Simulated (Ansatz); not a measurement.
Si4O9H2, 15 atoms. Hardware: 6 threads of Intel Xeon on a shared host.

Correlated methods freeze 29 core orbitals.

(1) How many basis functions does each of these Ansatz runs have, and roughly what does it cost? HF/STO-3G, charge 0 singlet, energy; MP2/def2-SVP, charge 0 singlet, energy, from earlier orbitals; PBE0-D4/def2-SVP, charge 0 singlet, energy, from earlier orbitals; BHLYP-D4/def2-TZVP, charge 0 singlet, energy, from earlier orbitals; r2SCAN-D4/def2-TZVP, charge 0 singlet, energy, from earlier orbitals; PBE-D4/def2-TZVP, charge 0 singlet, energy and forces, from earlier orbitals; PBE0-D4/def2-TZVP, charge 0 singlet, energy, from earlier orbitals; PBE-D4/def2-SVP, charge 0 singlet, relaxation, 13 steps; PBE-D4/def2-SVP, charge 0 singlet, energy, from earlier orbitals.

## Answers

(1) Other jobs shared the machine, so times can vary by a factor of up to 3. A dash marks memory too small to be measured apart from the calling script's.

```
                                                                         run  functions  fitting or Cholesky vectors  wall time  peak host memory (GiB)
                                         HF/STO-3G, charge 0 singlet, energy         83                         1088      2.4 s                       –
            PBE-D4/def2-SVP, charge 0 singlet, energy, from earlier orbitals        208                         2187      7.5 s                       –
           PBE0-D4/def2-SVP, charge 0 singlet, energy, from earlier orbitals        208                         1911       11 s                    0.68
               MP2/def2-SVP, charge 0 singlet, energy, from earlier orbitals        208                         1911       12 s                    0.66
PBE-D4/def2-TZVP, charge 0 singlet, energy and forces, from earlier orbitals        439                         2455       25 s                     1.1
        r2SCAN-D4/def2-TZVP, charge 0 singlet, energy, from earlier orbitals        439                         2455       27 s                     1.2
         BHLYP-D4/def2-TZVP, charge 0 singlet, energy, from earlier orbitals        439                         2793       43 s                     2.5
                     PBE-D4/def2-SVP, charge 0 singlet, relaxation, 13 steps        208                         2187       45 s                       –
          PBE0-D4/def2-TZVP, charge 0 singlet, energy, from earlier orbitals        439                         2519       47 s                     2.4
```
